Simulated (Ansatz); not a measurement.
Coupled-cluster diagnostics for the cluster GeSe2 (the lowest singlet isomer of a short search), Ansatz.

Geometry of the singlet (r2SCAN-D4/def2-TZVP):

| atom | x (Å) | y (Å) | z (Å) |
| --- | --- | --- | --- |
| Ge1 | 0.150 | -0.861 | 1.018 |
| Se2 | 1.128 | 0.609 | -0.535 |
| Se3 | -1.278 | 0.252 | -0.483 |

Correlated methods freeze 27 core orbitals; core or outer-core shells of Ge, Se are correlated, in sets that lack core-valence functions. The structure comes from a short search, and lower isomers may exist.

(1) Estimate the CCSD(T) correlation energy, the shares of MP2 and (T), T1 and the reference's ⟨S²⟩ for: charge 0, singlet, own geometry in def2-TZVPP; and the rough time on 4 threads of Arm Neoverse V2 on a shared host.

Results:

(1) 
```
                          state       basis  correlation (eV)  MP2 share (%)  (T) share (%)     T1  ⟨S²⟩ (pure)  wall time
charge 0, singlet, own geometry  def2-TZVPP           -21.503           95.6            4.6  0.014  0.00 (0.00)        9 s
```
Customary marks for T1 are 0.02 (closed shells), 0.045 (open shells) and about 0.05 (3d metals). T1 stays under 0.02 throughout.
